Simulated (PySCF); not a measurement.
B₂H₄, SMILES B[BH2-], charge -1, multiplicity 2. Atoms are numbered in the order given.

```xyz
6

B      0.0000     0.0000     0.8215
B      0.0000     0.0000    -0.8215
H      0.0000     1.0195     1.5014
H      0.0000    -1.0195     1.5014
H      0.0000     1.0195    -1.5014
H      0.0000    -1.0195    -1.5014
```
Charge -1, spin multiplicity 2.

The structure is a stationary point at r2SCAN-D4/def2-TZVPD.

Computed with B3LYP/pcH-1 (PySCF).

Unrestricted Kohn–Sham, ⟨S²⟩ = 0.751. Hyperfine tensors hold the contact and dipolar terms, without spin-orbit corrections.

Computed hyperfine couplings:
```json
[
 {"nucleus": "11B no. 1", "A(iso) (MHz)": "3.7", "A(iso) (G)": "1.3", "dipolar principal values (MHz)": "-21.3, -19.9, 41.2"},
 {"nucleus": "11B no. 2", "A(iso) (MHz)": "3.7", "A(iso) (G)": "1.3", "dipolar principal values (MHz)": "-21.3, -19.9, 41.2"},
 {"nucleus": "1H no. 3", "A(iso) (MHz)": "-22.7", "A(iso) (G)": "-8.1", "dipolar principal values (MHz)": "-11.2, 0.6, 10.6"},
 {"nucleus": "1H no. 4", "A(iso) (MHz)": "-22.7", "A(iso) (G)": "-8.1", "dipolar principal values (MHz)": "-11.2, 0.6, 10.6"},
 {"nucleus": "1H no. 5", "A(iso) (MHz)": "-22.7", "A(iso) (G)": "-8.1", "dipolar principal values (MHz)": "-11.2, 0.6, 10.6"},
 {"nucleus": "1H no. 6", "A(iso) (MHz)": "-22.7", "A(iso) (G)": "-8.1", "dipolar principal values (MHz)": "-11.2, 0.6, 10.6"}
]
```

Question: And the g tensor (effective nuclear charges for spin-orbit coupling, GIAO)? (An estimate is asked for; the answer gives what the named calculation found.)

Answer: principal values 2.0023, 2.0023, 2.0026; isotropic 2.0024.
